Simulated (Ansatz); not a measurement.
H2O2 (SMILES OO), charge 0, multiplicity 1, relaxed at each level with Ansatz (an electronic-structure program); harmonic frequencies from differences of analytic forces, average atomic masses, frozen cores.

Give the equilibrium geometry, the harmonic frequencies and the zero-point energy at PBE/def2-TZVPP.


(charge 0, multiplicity 1):
```xyz
4

O     -0.6218    -0.0689     0.3868
O      0.6219    -0.0653    -0.3873
H     -1.1884     0.4600    -0.2052
H      1.1880     0.4594     0.2089
```
Frequencies (cm⁻¹): 366, 902, 1277, 1387, 3652, 3653. Zero-point energy 16.06 kcal/mol.

Give the equilibrium geometry, the harmonic frequencies and the zero-point energy at CCSD(T)/cc-pVTZ.


(charge 0, multiplicity 1):
```tsv
atom	x (Å)	y (Å)	z (Å)
O	-0.6184	-0.0648	0.3856
O	0.6185	-0.0612	-0.3861
H	-1.1760	0.4559	-0.2036
H	1.1756	0.4553	0.2072
```
Frequencies (cm⁻¹): 372, 912, 1323, 1436, 3808, 3809. Zero-point energy 16.67 kcal/mol.
